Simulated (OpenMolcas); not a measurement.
**Which level was it?**

The species is B2Cl4 (6 atoms), meant as a singlet with charge 0. As SMILES, `ClB(Cl)B(Cl)Cl`. The shape is that of a GFN2-xTB optimisation.

```jsonl
{"atom": "Cl", "x (Å)": "-1.7767", "y (Å)": "-1.3644", "z (Å)": "0.4604"}
{"atom": "B", "x (Å)": "-0.1972", "y (Å)": "-0.6851", "z (Å)": "0.4709"}
{"atom": "Cl", "x (Å)": "0.9732", "y (Å)": "-1.4656", "z (Å)": "1.4602"}
{"atom": "B", "x (Å)": "0.1943", "y (Å)": "0.6902", "z (Å)": "-0.4645"}
{"atom": "Cl", "x (Å)": "1.7790", "y (Å)": "1.3584", "z (Å)": "-0.4665"}
{"atom": "Cl", "x (Å)": "-0.9726", "y (Å)": "1.4665", "z (Å)": "-1.4606"}
```

A calculation with OpenMolcas 26.06 gave:

The total energy is -1887.5766 Eh. The dipole moment is 0.02 D, the HOMO energy is -12.00 eV and the LUMO energy is 0.20 eV. The HOMO–LUMO gap is 12.19 eV.

Which of these levels gave the numbers?
A. HF/6-311G**
B. HF/6-311++G** (RICD fitting)
C. HF/6-31G* (spherical functions)
D. HF/6-311++G(2d,2p) (RICD fitting)

D. The others give -1887.5594 Eh (HF/6-311G**), -1887.5667 Eh (HF/6-311++G** (RICD fitting)), -1887.4438 Eh (HF/6-31G* (spherical functions)).
